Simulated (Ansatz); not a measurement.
System: C2H3F3O2Si, charge 0, multiplicity 1. 
Structure (B3LYP-D3(BJ)/def2-TZVP (Ansatz, an electronic-structure program) minimum search):
```xyz
11

C     -2.9950    -0.0406    -0.1543
C     -1.6103     0.3006     0.2956
O     -1.3036     1.0454     1.1808
O     -0.6588    -0.3600    -0.4461
Si     0.9473    -0.1794    -0.1769
F      1.4249     1.2981    -0.4065
F      1.6598    -1.1003    -1.2326
F      1.3656    -0.6567     1.2587
H     -3.7204     0.4959     0.4497
H     -3.1115     0.2203    -1.2071
H     -3.1520    -1.1168    -0.0682
```

Computed values are from Ansatz. Cores are frozen in the correlated levels unless marked. UHF or UKS for open shells. No spin-orbit coupling. Non-relativistic. CBS(X,Y): correlation extrapolated as X^-3; Hartree-Fock from the larger set.

```json
{
 "atomisation energy De": "5118.1 kJ/mol at CCSD(T)/CBS(cc-pV(T+d)Z,cc-pV(Q+d)Z)",
 "total_energy": "-816.9736 Eh at CCSD(T)/CBS(cc-pV(T+d)Z,cc-pV(Q+d)Z)",
 "dipole_moment": "3.05 D at CCSD(T)/aug-cc-pV(D+d)Z",
 "T1 diagnostic": "0.013 at CCSD/cc-pV(Q+d)Z"
}
```
